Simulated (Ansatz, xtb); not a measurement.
# Relative energy of two structures of FHSi2Sn

Structure X: a singlet given by its coordinates. Structure Y: a singlet given by its coordinates. Both are isolated molecules in the gas phase, relaxed with PBE0-D3(BJ)/def2-SVP.

X (Å):

```xyz
5

F    -1.6864   -3.3367   -0.5902
Si   -1.0786   -1.9880   -1.2591
Si   -1.2845    0.1914   -1.2111
Sn    0.5426   -0.6831   -2.8889
H    -0.0266   -2.6799   -2.2119
```

Close contacts (Å): F1–Si2 1.62, Si2–Si3 2.19, Si2–Sn4 2.64, Si3–Sn4 2.63, Si2–H5 1.58, Sn4–H5 2.18.

Y (Å):

```csv
atom,x (Å),y (Å),z (Å)
F,-2.0533,-1.0317,-1.0107
Si,-0.5503,-1.7291,-1.0403
Si,0.2917,-3.0532,-2.5712
Sn,-1.2016,-1.4917,-3.8175
H,0.0425,-1.2108,0.2309
```

Close contacts (Å): F1–Si2 1.66, Si2–Si3 2.19, Si2–Sn4 2.86, Si3–Sn4 2.49, Si2–H5 1.50.

Energies in hartree; the thermal terms are from PBE0-D3(BJ)/def2-SVP harmonic frequencies (ideal gas, rigid rotor, one conformer each, 298.15 K, 1 atm) and include the zero-point energy:

|  | X | Y |
| --- | --- | --- |
| E, CCSD(T)/def2-TZVP | −892.112753 | −892.113078 |
| zero-point energy | 0.012166 | 0.012721 |
| H(298 K) − E | 0.018875 | 0.019515 |
| G(298 K) − E | −0.019823 | −0.019555 |

Work out ΔE, ΔE₀, ΔH and ΔG for X → Y in kJ/mol (1 Eh = 2625.50 kJ/mol) and the equilibrium ratio [Y]/[X].

1. ΔE = −892.113078 − (−892.112753) = −0.000325 Eh = −0.85 kJ/mol.
2. ΔE₀ = ΔE + ΔZPE = −0.000325 + (+0.000555) Eh = +0.60 kJ/mol.
3. ΔH = ΔE + (+0.000640) Eh = +0.83 kJ/mol.
4. ΔG = ΔE + (+0.000268) Eh = −0.15 kJ/mol, so ΔS = (ΔH − ΔG)/T = +3.3 J/(mol K).
5. kT = 0.9442 mEh, so K = [Y]/[X] = exp(−ΔG/kT) = exp(+0.06) ≈ 1.1.

The two are too close for this level to say which is favoured. An error of 4 kJ/mol in ΔG would change K by a factor of 5. Large T1 diagnostics make the coupled-cluster value less sure. Mirror images and further conformers aren't counted.

Other levels gave ΔE = −2.8 (PBE0-D3(BJ)/def2-SVP); −4.9 (HF/def2-TZVP); +2.2 (MP2/def2-TZVP) kJ/mol. The correlated steps freeze 15 core orbitals; the filled d shell of Sn is correlated, in a basis made for valence electrons. Atoms past krypton carry core potentials in the def2 sets, without spin–orbit terms. Programs: Ansatz 0.2.0.
